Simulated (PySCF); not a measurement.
**Name the molecule from its bond curve**

A diatomic of charge 0 contains Cs. Its doublet curve at PBE0 in a double-zeta basis (scalar-relativistic core potentials, PySCF), in eV from the separated fragments:

(R (Å), E (eV)): (3.764, -0.056), (3.939, -0.106), (4.114, -0.131), (4.246, -0.140), (4.377, -0.142), (4.508, -0.139), (4.683, -0.131), (4.902, -0.116), (5.165, -0.097), (5.515, -0.073)

The fit gives ωe = 60.9 cm⁻¹ and the rotational constant Bₑ = 0.04366 cm⁻¹.

Q: Which atom is the partner?

A: The minimum lies at 4.359 Å, so the reduced mass is 16.8576 u Å² cm⁻¹/(Bₑ·Re²) = 20.32 u. With Cs at 132.91 u the partner weighs about 24.0 u: Mg. The molecule is CsMg.

Spin–orbit coupling is left out. The state is the lowest determinant that a PBE0 search found; another state may lie lower at other levels.
